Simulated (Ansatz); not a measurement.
Start from `FC[B](Cl)[GaH2]` and change one atom or group to get `O[B](Cl)[GaH2]`.

Ansatz, PBE0-D4/def2-TZVP geometries, multiplicity 1. Each molecule was computed in one conformer, which needn't be the lowest.

Scalar relativity is left out up to krypton.

```tsv
property	`FC[B](Cl)[GaH2]`
size of the dipole moment (B3LYP/def2-TZVPP) / D	1.36
HOMO–LUMO gap (B3LYP/def2-TZVPP) / eV	5.21
LUMO energy (PBE0/def2-TZVPP) / eV	-1.88
ideal-gas entropy at 298 K and 1 bar (rigid rotor, harmonic PBE0-D4/def2-TZVP) / J/(mol·K)	371
HOMO energy (PBE0/def2-TZVPP) / eV	-7.45
size of the dipole moment (PBE/def2-TZVPP) / D	1.30
```

What does the change do to each property? (Best estimate.)

Computed: 
| property | `O[B](Cl)[GaH2]` | shift |
| --- | --- | --- |
| size of the dipole moment (B3LYP/def2-TZVPP) / D | 1.45 | 0.09 |
| HOMO–LUMO gap (B3LYP/def2-TZVPP) / eV | 5.44 | 0.23 |
| LUMO energy (PBE0/def2-TZVPP) / eV | -1.74 | 0.14 |
| ideal-gas entropy at 298 K and 1 bar (rigid rotor, harmonic PBE0-D4/def2-TZVP) / J/(mol·K) | 338 | -33 |
| HOMO energy (PBE0/def2-TZVPP) / eV | -7.65 | -0.20 |
| size of the dipole moment (PBE/def2-TZVPP) / D | 1.50 | 0.20 |

With PBE0 the HOMO falls by 0.20 eV and the LUMO rises by 0.14 eV, so the gap widens by about 0.34 eV. PBE moves the HOMO by -0.22 eV and ωB97M-V by -0.19 eV. The zero-point energy changes by -38.2 kJ/mol with -6 modes. Dipoles are sizes alone; their direction can turn. Modes under 60 cm⁻¹, often nearly free rotors, make the harmonic entropy too high.

B3LYP here is the variant with VWN-RPA as its local correlation; programs differ in this.
